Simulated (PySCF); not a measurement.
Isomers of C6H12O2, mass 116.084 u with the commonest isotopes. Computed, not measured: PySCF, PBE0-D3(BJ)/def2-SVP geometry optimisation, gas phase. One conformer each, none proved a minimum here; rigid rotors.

Question: Order these by radius of gyration √(Σ m r²/M), smallest first.
A. `[CH3:1][CH2:2][C:3]([CH3:4])([CH3:5])[O:6][CH:7]=[O:8]` with C1–C2–C3–C4 -58°, C2–C3–O6–C7 62°, C3–O6–C7–O8 0°
B. `[OH:1][CH2:2][C@H:3]1[CH2:4][CH2:5][CH2:6][CH2:7][O:8]1` with H–O1–C2–C3 -48°, O1–C2–C3–C4 -65°, C2–C3–C4–C5 171°, C3–C4–C5–C6 -52°, C4–C5–C6–C7 53°, C5–C6–C7–O8 -56°
C. `[CH3:1][CH2:2][CH2:3][CH2:4][CH2:5][O:6][CH:7]=[O:8]` with C1–C2–C3–C4 -179°, C2–C3–C4–C5 180°, C3–C4–C5–O6 -176°, C4–C5–O6–C7 -85°, C5–O6–C7–O8 -1°

Answer: A (1.889 Å), B (1.920 Å), C (2.595 Å).

Question: Order these by rotational constant C, smallest first.
A. `[CH3:1][O:2][C:3](=[O:4])[C:5]([CH3:6])([CH3:7])[CH3:8]` with C1–O2–C3–O4 -1°
B. `[CH3:1][CH2:2][CH2:3][CH2:4][CH2:5][O:6][CH:7]=[O:8]` with C1–C2–C3–C4 -179°, C2–C3–C4–C5 180°, C3–C4–C5–O6 -176°, C4–C5–O6–C7 -85°, C5–O6–C7–O8 -1°
C. `[OH:1][CH2:2][C@H:3]1[CH2:4][CH2:5][CH2:6][CH2:7][O:8]1` with H–O1–C2–C3 -48°, O1–C2–C3–C4 -65°, C2–C3–C4–C5 171°, C3–C4–C5–C6 -52°, C4–C5–C6–C7 53°, C5–C6–C7–O8 -56° (tetrahydropyran-2-methanol)
D. `[CH3:1][CH2:2][C:3]([CH3:4])([CH3:5])[O:6][CH:7]=[O:8]` with C1–C2–C3–C4 -58°, C2–C3–O6–C7 62°, C3–O6–C7–O8 0°

Answer: B (666.9 MHz), C (1296 MHz), A (1337 MHz), D (1460 MHz).

Question: Order these by rotational constant B, smallest first.
A. `[OH:1][CH2:2][C@H:3]1[CH2:4][CH2:5][CH2:6][CH2:7][O:8]1` with H–O1–C2–C3 -48°, O1–C2–C3–C4 -65°, C2–C3–C4–C5 171°, C3–C4–C5–C6 -52°, C4–C5–C6–C7 53°, C5–C6–C7–O8 -56°
B. `[CH3:1][CH2:2][CH2:3][CH2:4][CH2:5][O:6][CH:7]=[O:8]` with C1–C2–C3–C4 -179°, C2–C3–C4–C5 180°, C3–C4–C5–O6 -176°, C4–C5–O6–C7 -85°, C5–O6–C7–O8 -1° (pentyl formate)
C. `[CH3:1][CH2:2][C:3]([CH3:4])([CH3:5])[O:6][CH:7]=[O:8]` with C1–C2–C3–C4 -58°, C2–C3–O6–C7 62°, C3–O6–C7–O8 0°

Answer: B (700.0 MHz), A (1537 MHz), C (1825 MHz).

```tsv
SMILES	point group	Ia (u·Å²)	Ib (u·Å²)	Ic (u·Å²)	κ	μa (D)	μb (D)	μc (D)
OC[C@H]1CCCCO1	C1	137.03	328.71	389.89	-0.80	2.20	0.05	1.01
COC(=O)C(C)(C)C	near Cs	159.56	332.58	378.08	-0.80	0.21	1.73	0.04
CCCCCOC=O	C1	84.20	721.99	757.76	-0.99	1.05	1.50	0.33
CCC(C)(C)OC=O	C1	205.17	276.84	346.16	-0.27	1.80	0.61	0.65
```
